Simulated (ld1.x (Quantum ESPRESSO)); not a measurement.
Varying the TM semilocal potential for antimony

Base potential:

ld1.x (Quantum ESPRESSO) 7.5 input, shortened:

```
&input
   title='Sb', zed=51., rel=1, dft='PW91', iswitch=3,
   config='[Kr] 4d10 5s2 5p2.5'
 /
 &inputp
   pseudotype=1, tm=.true., lloc=0,
   nlcc=.false.
 /
2
5P  2  1   2.50   0.00  2.35  2.35  0.0
5S  1  0   2.00   0.00  1.45  1.45  0.0
 &test
   configts(1)='5s2 5p2.5'
 /
```

Cutoffs, loose and tight: the cutoffs (Ry, on a coarse ladder) from which the occupation-weighted sum of valence levels, in a spherical-Bessel basis at the reference potential, stays within 10 and 1 mRy of its value at 400 Ry. They do not see the model core or the augmentation charge, which bear on the density cutoff. Test errors are all-electron minus pseudo excitation energies from the reference, over the configurations 5s2 5p3; 5s2 5p2; 5s2 5p1; 5s1 5p0; 5s2 5p3.3; 5s0 5p5; 5s1 5p4. A dash means not determined; rows that change the core or the reference have their own tests.

A true bound ghost makes a file unfit for plane-wave use even where its test errors are small: the radial tests pick states by their node count and pass the ghost by.

In the semilocal form every listed channel keeps its own potential, so the choice of the local channel does not act on these tests. It acts once the file is put into the separable form.

A semilocal file is local in each channel, so a ghost entry of none says nothing of the separable form that plane-wave codes build from it.

On the changes marked as counting shells twice: ld1.x takes every shell without a wave as core, so the model core holds the marked electrons as well and exchange and correlation see them twice. This cancels in the reference configuration, but the file is broken for other ones, and its errors say nothing about a proper core correction.

```csv
change,outcome,"cutoff, loose","cutoff, tight",bound ghosts,largest test error (meV)
base,generated,45 Ry,160 Ry,none,+284
"form changed from semilocal to separable (Kleinman–Bylander), still TM",generated,45 Ry,160 Ry,none,+284
wave 5p (bound): rc 2.35 bohr becomes 5p (bound): rc 1.98 bohr,generated,45 Ry,160 Ry,none,+279
"core [Ar] 3d10 4s2, valence charge 21; reference 4p6 4d10 5s2 5p2; waves now 5s (bound): rc 1.40 bohr; 4p (bound): rc 1.05 bohr; 4d (bound): rc 1.35 bohr; local potential the d channel; core correction a·sin(br)/r model core, default radius (core density twice the valence density) (5p counted twice)","generated, misses its reference levels by 0.15 eV",180 Ry,230 Ry,none,-1448
functional PBE,generated,45 Ry,160 Ry,none,+271
core correction a·sin(br)/r model core inside 1.36 bohr,generated,45 Ry,160 Ry,none,-395
wave 5s (bound): rc 1.45 bohr becomes 5s (bound): rc 1.34 bohr,generated,110 Ry,200 Ry,none,+467
local potential the p channel,generated,45 Ry,160 Ry,none,+284
```

Task: What comes out with this change to the base: reference 5s2 5p2?

Result: outcome: generated; cutoff, loose: 50 Ry; cutoff, tight: 160 Ry; bound ghosts: none; largest test error (meV): +287.

Task: What comes out with this change to the base: all radii scaled by about 0.88 (s 1.28, p 2.06 bohr)?

Result: outcome: generated; cutoff, loose: 140 Ry; cutoff, tight: 230 Ry; bound ghosts: s (extra level of the local part); largest test error (meV): +871.
